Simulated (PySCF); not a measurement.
Below is a simulated gas-phase Si 2p photoelectron spectrum of `[H][Si]([H])(N=C=O)N=C=O` (Si(NCO)2H2).

Every computed line was given a Gaussian of 1.0 eV full width at half maximum and an area set by the number of equivalent atoms (split 2:1 within a doublet); the highest printed point is 100. Computed, not measured: PySCF, delta-SCF UKS SCAN, pcX-2 on the ionised atom, pcseg-1 elsewhere, spin-free X2C.

binding energy (eV), intensity and a bar:
```
    107.3          0 
    107.4          1 
    107.5          1 
    107.6          3 #
    107.7          5 #
    107.8          8 ##
    107.9         13 ####
    108.0         20 ######
    108.1         29 #########
    108.2         41 ############
    108.3         53 ################
    108.4         66 ####################
    108.5         79 ########################
    108.6         89 ###########################
    108.7         96 #############################
    108.8        100 ##############################
    108.9        100 ##############################
    109.0         97 #############################
    109.1         91 ###########################
    109.2         83 #########################
    109.3         74 ######################
    109.4         64 ###################
    109.5         54 ################
    109.6         45 #############
    109.7         35 ###########
    109.8         27 ########
    109.9         20 ######
    110.0         14 ####
    110.1          9 ###
    110.2          6 ##
    110.3          3 #
    110.4          2 #
    110.5          1 
    110.6          1 
    110.7          0 
    110.8          0
```

Problem. How many maxima does the curve show, and how many computed lines lie under it?

Solution. The curve has 1 maximum (at 108.8 eV). Under it lie 2 lines from 1 inequivalent silicon site, drawn as a 2p3/2, 2p1/2 pair. At this width some lines have no maximum of their own.

Problem. Decompose the envelope and assign each component. Bonds: Si1–N2, Si1–N5, N2–C3, C3–O4, N5–C6, C6–O7. Hydrogens: H8, H9 on Si1.

Solution. 
```
position (eV)  relative area      line  atoms                    environment
       108.72           0.67  Si 2p3/2    Si1  silicon bonded to 2 N and 2 H
       109.35           0.33  Si 2p1/2    Si1  silicon bonded to 2 N and 2 H
```

The curve has no shake-up lines and no vibrational structure. 2p3/2 and 2p1/2 are the ΔSCF energy of one spin-free 2p hole plus the eigenvalues of a spin–orbit and ligand-field matrix of the shell. 2p1/2 minus 2p3/2 (ligand field included): Si 0.63 eV. Isolated species at its PBE0-D3(BJ)/def2-SVP geometry, gas phase.
